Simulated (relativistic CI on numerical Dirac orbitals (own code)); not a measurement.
# Electric-dipole lines of Bi⁶⁶⁺

Calculated at this level of theory: Dirac-Coulomb-Breit CI, separate exchange-only KLI orbitals for each configuration, model QED (radiative potential, 1s self-energy scaled to tabulated hydrogen-like ionisation energies), unscaled Slater integrals (own radial code, finite nucleus).

Configurations in the expansion (outside the closed core [Ne]): 3s2 3p5, 3s2 3p4 3d, 3s 3p6, 3s 3p5 3d, 3s 3p4 3d2, 3p6 3d, 3s2 3p3 3d 4p, 3s2 3p4 4s, 3s 3p4 3d 4s, 3p6 4s, 3s2 3p4 4p, 3p6 4p, 3s2 3p3 3d2, 3s2 3p2 3d3, 3s 3p3 3d3, 3s2 3p2 3d2 4s, 3s2 3p2 3d2 4p. Double excitations out of closed p, d and f shells are left out; levels of such configurations are missing from the list, as are those of other unlisted configurations, and high levels can miss mixing partners.

| λ vac (Å) | Lower | Upper | A (s⁻¹) | E lower (10³ cm⁻¹) | E upper (10³ cm⁻¹) |
| --- | --- | --- | --- | --- | --- |
| 12.983 | 3s2 3p4 3d 2F_7/2 [5] | 3s2 3p3 3d2 2D°_5/2 [94] | 1.48e+13 | 2295.7 | 9998.2 |
| 12.989 | 3s2 3p4 3d 4D_3/2 [2] | 3s2 3p3 3d2 4P°_1/2 [91] | 1.52e+13 | 2208.0 | 9906.9 |
| 13.022 | 3s2 3p4 3d 4F_9/2 [8] | 3s2 3p3 3d2 4D°_7/2 [140] | 1.42e+13 | 3328.4 | 11007.7 |
| 13.038 | 3s2 3p4 3d 4D_5/2 [3] | 3s2 3p3 3d2 4D°_3/2 [92] | 1.23e+13 | 2271.2 | 9941.2 |
| 13.039 | 3s2 3p4 3d 2D_5/2 [12] | 3s2 3p3 3d2 2P°_3/2 [154] | 1.42e+13 | 3705.3 | 11374.4 |
| 13.041 | 3s2 3p4 3d 2D_3/2 [6] | 3s2 3p3 3d2 2D°_3/2 [97] | 1.39e+13 | 2483.3 | 10151.3 |
| 13.101 | 3s2 3p4 3d 2F_7/2 [7] | 3s2 3p3 3d2 2F°_5/2 [134] | 9.28e+12 | 3310.7 | 10943.5 |
| 13.130 | 3s2 3p4 3d 4D_5/2 [3] | 3s2 3p3 3d2 2D°_5/2 [89] | 6.63e+12 | 2271.2 | 9887.6 |
| 13.132 | 3s2 3p4 3d 2P_3/2 [11] | 3s2 3p3 3d2 2P°_3/2 [150] | 9.84e+12 | 3666.7 | 11281.6 |
| 13.140 | 3s2 3p4 3d 2D_5/2 [12] | 3s2 3p3 3d2 2F°_7/2 [152] | 8.71e+12 | 3705.3 | 11315.6 |
| 13.145 | 3s2 3p4 3d 2F_7/2 [5] | 3s2 3p3 3d2 2F°_7/2 [90] | 1.22e+13 | 2295.7 | 9903.1 |
| 13.163 | 3s2 3p5 2P°_3/2 [1] | 3s2 3p4 3d 2P_1/2 [51] | 1.69e+13 | 0.0 | 7597.2 |
| 13.174 | 3s2 3p4 3d 4F_9/2 [8] | 3s2 3p3 3d2 2G°_9/2 [131] | 3.82e+12 | 3328.4 | 10918.9 |
| 13.177 | 3s2 3p4 3d 2F_7/2 [7] | 3s2 3p3 3d2 2F°_7/2 [130] | 3.63e+12 | 3310.7 | 10899.6 |
| 13.246 | 3s2 3p4 3d 2D_5/2 [10] | 3s2 3p3 3d2 2F°_5/2 [144] | 9.62e+12 | 3603.6 | 11153.3 |
| 13.253 | 3s2 3p4 3d 2D_5/2 [10] | 3s2 3p3 3d2 2F°_7/2 [143] | 7.70e+12 | 3603.6 | 11149.1 |
| 13.278 | 3s2 3p4 3d 2F_7/2 [7] | 3s2 3p3 3d2 2G°_7/2 [128] | 6.36e+12 | 3310.7 | 10841.7 |
| 13.308 | 3s2 3p5 2P°_3/2 [1] | 3s2 3p4 3d 2P_3/2 [50] | 7.57e+12 | 0.0 | 7514.5 |
| 13.339 | 3s2 3p4 3d 4F_9/2 [8] | 3s2 3p3 3d2 4G°_11/2 [125] | 6.56e+12 | 3328.4 | 10825.3 |
| 13.344 | 3s2 3p4 3d 4F_9/2 [8] | 3s2 3p3 3d2 2G°_9/2 [123] | 6.19e+12 | 3328.4 | 10822.7 |
| 13.352 | 3s2 3p4 3d 2F_7/2 [7] | 3s2 3p3 3d2 4F°_9/2 [122] | 5.97e+12 | 3310.7 | 10800.0 |
| 13.363 | 3s2 3p5 2P°_3/2 [1] | 3s2 3p4 3d 2D_5/2 [49] | 7.38e+12 | 0.0 | 7483.6 |
| 13.374 | 3s2 3p3 3d2 2G°_7/2 [16] | 3s2 3p2 3d3 2G_7/2 [187] | 1.04e+13 | 4635.0 | 12112.3 |
| 13.443 | 3s2 3p3 3d2 4F°_5/2 [14] | 3s2 3p2 3d3 4F_5/2 [181] | 6.65e+12 | 4621.9 | 12060.5 |
| 13.913 | 3s2 3p4 3d 4D_5/2 [3] | 3s2 3p3 3d2 4H°_7/2 [77] | 2.58e+12 | 2271.2 | 9458.5 |
| 26.781 | 3s2 3p4 3d 2F_7/2 [5] | 3s2 3p3 3d2 2G°_9/2 [30] | 1.13e+12 | 2295.7 | 6029.8 |
| 26.988 | 3s2 3p5 2P°_3/2 [1] | 3s2 3p4 3d 2D_5/2 [12] | 1.22e+12 | 0.0 | 3705.3 |
| 27.104 | 3s2 3p4 3d 4D_5/2 [3] | 3s2 3p3 3d2 2G°_7/2 [27] | 9.24e+11 | 2271.2 | 5960.7 |
| 27.272 | 3s2 3p5 2P°_3/2 [1] | 3s2 3p4 3d 2P_3/2 [11] | 8.81e+11 | 0.0 | 3666.7 |
| 28.153 | 3s2 3p4 3d 2D_5/2 [12] | 3s2 3p3 3d2 2F°_7/2 [45] | 1.20e+12 | 3705.3 | 7257.4 |

Terms are leading LS components. Brackets give the number of a level in order of energy, since labels repeat. The list gives strong lines, with weight on those to low levels, without lines whose two gauges differ by over a factor of 2.5, among the lowest 200 of 2504 levels, so that lines to higher ones, which can be the strongest, are missing. Levels whose partners in the same complex of configurations lie outside the list can be far off, and so can their lines. Rates are taken at the computed energies, electric ones in the length gauge.

At this charge energies of transitions that change n are usually good to better than 1 %, and those within a shell (Δn = 0) to a few per cent.

LS names give the leading component of a level, which can be under half, so a name can repeat, a term be missing and a line seem to break the LS rules.
